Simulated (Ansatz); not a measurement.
## Relaxing a trial structure of CH5BCl2Si

The starting geometry of this gas-phase singlet was optimised with GFN2-xTB; its bonds are those of `ClBC[SiH2]Cl`.

```xyz
10

C    -0.0102    1.6738    0.2956
B    -1.3093    1.3374   -0.4983
Cl   -2.2897    0.0379   -0.0050
Cl    1.7998    1.0243   -2.2747
Si    1.4719    0.6289   -0.3302
H     0.2688    2.7227    0.1957
H    -0.1012    1.4562    1.3589
H    -1.6259    1.9246   -1.4642
H     2.6563    1.0217    0.4317
H     1.2024   -0.7989   -0.1857
```

**Question.** Predict what becomes of its bonds when it is optimised with PBE0-D3(BJ)/def2-SVP.

**Answer.** It keeps its bonds, and is `ClBC[SiH2]Cl`.

The energy falls by 0.13 eV over 14 steps:

```
step  E − E(last) (eV)
   1             0.133
   2             0.021
   4             0.005
   5             0.002
   7             0.002
   8             0.001
  10             0.000
  11             0.000
  13             0.000
  14             0.000
```

Final geometry (Å):

```xyz
10

C    -0.0042    1.6796    0.3198
B    -1.2713    1.3719   -0.5162
Cl   -2.2390   -0.0492   -0.1557
Cl    1.6703    0.9146   -2.3378
Si    1.4458    0.6515   -0.2927
H     0.2940    2.7377    0.2509
H    -0.1165    1.3853    1.3781
H    -1.6290    2.0420   -1.4501
H     2.7077    1.0895    0.3666
H     1.2048   -0.7943   -0.0389
```

Frequencies at the end are all real (lowest 28 cm⁻¹). Run with Ansatz 0.2.0, 21 s on 2 threads of Intel(R) Xeon(R) 6975P-C (Granite Rapids), with other jobs on the host.
